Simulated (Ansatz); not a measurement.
Reaction (redistribution): `CB(N)C[SiH3]` + `CO[SiH2]Cl` → `CB(N)Cl` + `CO[SiH2]C[SiH3]`

Program: Ansatz. Geometries: PBE0-D4/def2-TZVP. ΔE: electronic, gas phase. CBS: MP2 limit from def2 TZ/QZ plus the TZ coupled-cluster correction, frozen cores. This one scheme is used for every species. DFT in def2-TZVPP. B3LYP here is the variant with VWN-RPA as its local correlation; programs differ in this. One conformer a species, not always the lowest.

`CB(N)C[SiH3]`:

Cartesian coordinates in Å:
```
C -1.841 0.230 0.480
B -0.543 0.399 -0.398
N -0.229 1.648 -0.944
C 0.429 -0.817 -0.642
Si 1.737 -0.911 0.696
H -2.368 1.166 0.684
H -1.609 -0.242 1.441
H -2.546 -0.444 -0.020
H 0.583 1.818 -1.512
H -0.793 2.467 -0.792
H -0.111 -1.769 -0.626
H 0.958 -0.750 -1.599
H 1.116 -0.949 2.048
H 2.586 -2.126 0.549
H 2.630 0.280 0.635
```

`CO[SiH2]Cl`:

```xyz
9

C     1.014    0.060   -0.937
O    -0.158    0.666   -0.434
Si   -0.966    0.152    0.880
Cl   -1.689   -1.754    0.603
H     1.422    0.707   -1.714
H     0.792   -0.919   -1.372
H     1.769   -0.065   -0.153
H    -2.107    1.068    1.063
H    -0.077    0.083    2.064
```

`CB(N)Cl`:

Cartesian coordinates in Å:
```
C 0.174 0.735 0.929
B -0.438 -0.158 -0.199
N 0.319 -0.881 -1.113
Cl -2.214 -0.276 -0.346
H -0.171 1.768 0.825
H 1.266 0.738 0.932
H -0.170 0.397 1.911
H -0.090 -1.451 -1.833
H 1.324 -0.873 -1.104
```

`CO[SiH2]C[SiH3]`:

Z-matrix (Å, degrees):
```
C
O 1 1.408
H 1 1.097 2 111.6
H 1 1.097 2 111.6 3 121.5
H 1 1.091 2 108.3 3 -119.2
Si 2 1.645 1 122.4 3 -60.7
C 6 1.855 2 107.8 1 179.9
H 6 1.492 2 109.9 1 -59.2
H 6 1.492 2 109.9 1 59.1
Si 7 1.872 6 114.9 2 -180.0
H 7 1.095 6 108.5 2 -58.1
H 7 1.095 6 108.5 2 58.1
H 10 1.487 7 110.5 6 -60.0
H 10 1.487 7 110.7 6 180.0
H 10 1.487 7 110.5 6 59.9
```

Is it downhill or uphill in electronic energy at CCSD(T)/CBS, and by how much? (Best estimate.)

The calculation gave: Uphill: ΔE = +18.3 kJ/mol.

What do these levels give: PBE-D4, r2SCAN-D4, PBE0-D4, B3LYP-D4, ωB97X-V, ωB97M-V, B2PLYP, PBE0, B3LYP, SCS-MP2/def2-TZVPP, HF/def2-QZVPP, MP2/def2-QZVPP? (An estimate is asked.)

The calculation gave: PBE-D4 16.0, r2SCAN-D4 16.5, PBE0-D4 16.4, B3LYP-D4 18.2, ωB97X-V 16.7, ωB97M-V 17.5, B2PLYP 16.6, PBE0 15.0, B3LYP 16.2, SCS-MP2/def2-TZVPP 16.8, HF/def2-QZVPP 17.6, MP2/def2-QZVPP 18.5 kJ/mol.

Largest T1 diagnostic among the species: 0.011.
